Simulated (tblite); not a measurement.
Write Cartesian coordinates for `C/C(C#N)=N/[SiH2]CNC=O` as optimised with GFN2-xTB.

```xyz
19
C5H9N3OSi angstrom
C     -3.3870   -0.6488    0.3527
C     -2.0978   -0.3057   -0.3355
C     -2.0875   -0.5839   -1.7441
N     -2.0555   -0.8157   -2.8666
N     -1.1122    0.1717    0.2757
Si     0.4657    0.7635   -0.1671
C      1.4378   -0.4159    1.0057
N      2.8238   -0.0357    1.1152
C      3.2967    0.9923    0.4292
O      2.6257    1.6755   -0.3204
H     -3.6064   -1.7086    0.2264
H     -3.3092   -0.4112    1.4097
H     -4.2043   -0.0834   -0.0936
H      0.7681    0.5264   -1.5746
H      0.2699    2.1085    0.3606
H      0.9864   -0.4018    1.9993
H      1.3816   -1.4440    0.6398
H      3.4271   -0.5672    1.7245
H      4.3673    1.1934    0.5860
```

Any rigid rotation of these coordinates is as good. Atoms count from 1 in this order. Si6 and O10 aren't drawn bonded (4 bonds apart) but lie 2.35 Å from each other; Cordero's covalent radii sum to 1.77 Å. The 4 C–N bonds span 1.147 Å (C3≡N4, drawn triple) to 1.441 Å (C7–N8, drawn single), a spread of 0.294 Å. The C–C distances run from 1.436 Å (C2–C3, drawn single) to 1.501 Å (C1–C2, drawn single), a spread of 0.065 Å. N8 (amide nitrogen) is planar (angles 120.6°, 120.6° and 118.8°, sum 360.0°, 0.00 Å off the plane of its three neighbours).

Bonds between heavy atoms (Å): C1–C2 1.501, C2–C3 1.436, C3≡N4 1.147, C2=N5 1.254, N5–Si6 1.742, Si6–C7 1.926, C7–N8 1.441, N8–C9 1.323, C9=O10 1.216.

The geometry is computed with GFN2-xTB (gas phase).

Point group: C1 (no symmetry element, even within 0.4 Å). Its GFN2-xTB frequencies are all real (lowest 33 cm⁻¹). One conformer, not necessarily the lowest (C2–N5–Si6–C7 -124°, N5–Si6–C7–N8 -168°, Si6–C7–N8–C9 -2°, C7–N8–C9–O10 0°). 3 starts were optimised and ended at 0.00, 0.58 and 3.55 kcal/mol (GFN2-xTB); the lowest of these is shown.
